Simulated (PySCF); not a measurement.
Positional isomers: phenanthrene mercapto. Isolated molecules, 0 K electronic values unless said otherwise. One relaxed conformer stands for each flexible species; it need not be the lowest. Strings in code marks are SMILES.

The HOMO–LUMO gap from two functionals at the same geometries (PBE0-D4/def2-SVP), both in PySCF: PBE-D3(BJ)/def2-SVP and PBE0-D4/def2-SVP. 

| species | PBE0-D4/def2-SVP (eV) |
|---|---|
| `Sc1cc2ccccc2c2ccccc12` (H–S–C–C torsion 128°) | 4.81 |
| `c12cc(S)ccc1c1ccccc1cc2` (H–S–C–C torsion 0°) | 4.80 |
| `Sc1ccc2ccc3ccccc3c2c1` (H–S–C–C torsion 180°) | 4.72 |
| `c12c3c(cccc3)ccc1c(S)ccc2` (H–S–C–C torsion 127°) | 4.81 |

**Question.** What does PBE-D3(BJ)/def2-SVP give for each?

**Answer.** 
- `Sc1cc2ccccc2c2ccccc12` (H–S–C–C torsion 128°): 3.13
- `c12cc(S)ccc1c1ccccc1cc2` (H–S–C–C torsion 0°): 3.11
- `Sc1ccc2ccc3ccccc3c2c1` (H–S–C–C torsion 180°): 3.08
- `c12c3c(cccc3)ccc1c(S)ccc2` (H–S–C–C torsion 127°): 3.12
Over these rows, drawn at random from the members with no instability flagged (it was tested for open shells, ions and some series alone), PBE minus PBE0-D4: mean -1.68 eV, from -1.69 eV to -1.64 eV.
